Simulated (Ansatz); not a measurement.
H₄O₂SiZn, SMILES `O[SiH2][O][ZnH]`. Total charge 0; spin multiplicity 1.

```xyz
8

O    -1.276    0.213   -0.434
Si    0.263    0.832   -0.460
O     1.158   -0.196    0.396
Zn    0.597   -1.688    1.200
H    -1.973    0.682   -0.893
H     0.267    2.193    0.144
H     0.740    0.929   -1.868
H     0.223   -2.966    1.915
```

Q: What are the harmonic wavenumbers in cm⁻¹ at PBE0-D4/def2-TZVP (Ansatz, finite differences of forces, unscaled)? (An estimate is asked.)

A: Ansatz gave: 42, 63, 121, 344, 476, 478, 562, 703, 710, 791, 847, 958, 1003, 1038, 1998, 2191, 2206, 3926.

Q: Is this a minimum?

A: Yes, all 18 modes are real.

Q: Give the ideal-gas thermochemistry at 298.15 K and 1 bar (rigid rotor, harmonic oscillator; point group Cs, symmetry number 1).

A: Zero-point energy 110.4 kJ/mol; H(298) − E = 130.5 kJ/mol; entropy 352.5 J/(mol·K), of which translation 169.5, rotation 111.9, vibration 71.1; G(298) − E = 25.4 kJ/mol. Modes under 100 cm⁻¹ are hindered rotations or soft bends, so the harmonic entropy is rough.

Q: Rotational constants (cm⁻¹)?

A: 0.3236, 0.06475, 0.055.
